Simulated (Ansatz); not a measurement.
C2H7FSn can be A, `C[CH2][SnH2][F]`, or B, `FC[CH2][SnH3]`.

Program: Ansatz. Geometries: PBE0-D4/def2-TZVP. ΔE: electronic, gas phase. CBS: MP2 limit from def2 TZ/QZ plus the TZ coupled-cluster correction, frozen cores. DFT in def2-TZVPP. B3LYP here is the variant with VWN-RPA as its local correlation; programs differ in this. def2 core potentials past Kr. For Sn outer-core shells are correlated without core-valence functions, which leaves a few kJ/mol of doubt a bond. One conformer a species, not always the lowest.

(1) Which isomer does CCSD(T)/CBS put lower? Give the gap. (Best estimate.)

(2) Give E(B) − E(A) in kcal/mol with CCSD/def2-TZVPP, HF/def2-TZVPP, BLYP-D4, MP2/def2-TZVPP, B3LYP-D4, ωB97M-V, B2PLYP. (An estimate is asked.)

(3) Does the order hold for the free energy at 298.15 K (harmonic terms from PBE0-D4)? (Estimate.)

Largest T1 diagnostic: 0.012.

Results:

(1) Ansatz gave: A, by 33.7 kcal/mol.

(2) Computed: CCSD/def2-TZVPP 31.0, HF/def2-TZVPP 31.3, BLYP-D4 32.7, MP2/def2-TZVPP 33.2, B3LYP-D4 32.2, ωB97M-V 31.5, B2PLYP 32.7. None reverses the order clearly.

(3) The calculation gave: Yes: G(B) − G(A) = +32.4 kcal/mol, for one conformer each. Modes under 60 cm⁻¹, often nearly free rotors, make the harmonic entropy too high.

From BLYP to BHLYP (50 % exact exchange), in def2-TZVPP and without D4, E(B) − E(A) moves by −0.8 kcal/mol. Leaving LDA and LC-ωPBE aside and taking each functional with its dispersion term where it has one, the values, not all of them listed here, spread over 1.9 kcal/mol, from HSE06-D4 to BLYP-D4. LDA lies −3.6 kcal/mol from PBE without D4.
